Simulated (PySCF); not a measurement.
Isomers of C2H2BN. Isolated molecules, 0 K electronic values unless said otherwise. Strings in code marks are SMILES.

The LUMO from two functionals at the same geometries (B3LYP-D3(BJ)/def2-TZVP), both in PySCF: PBE-D3(BJ)/def2-TZVP and B3LYP-D3(BJ)/def2-TZVP. B3LYP has the VWN-RPA correlation part, as in Gaussian. 

```
species    PBE-D3(BJ)/def2-TZVP (eV)  B3LYP-D3(BJ)/def2-TZVP (eV)
---------  -------------------------  ---------------------------
`N=BC#C`                       -1.73                        -1.01
`B=NC#C`                       -1.56                        -0.88
`C=BC#N`                       -3.98                        -3.23
`B=C=C=N`                      -2.67                        -2.04
`B=CC#N`                       -3.67                        -2.88
```

Over these rows, drawn at random from the members with no instability flagged (it was tested for open shells, ions and some series alone), PBE minus B3LYP-D3(BJ): mean -0.71 eV, from -0.79 eV to -0.63 eV.
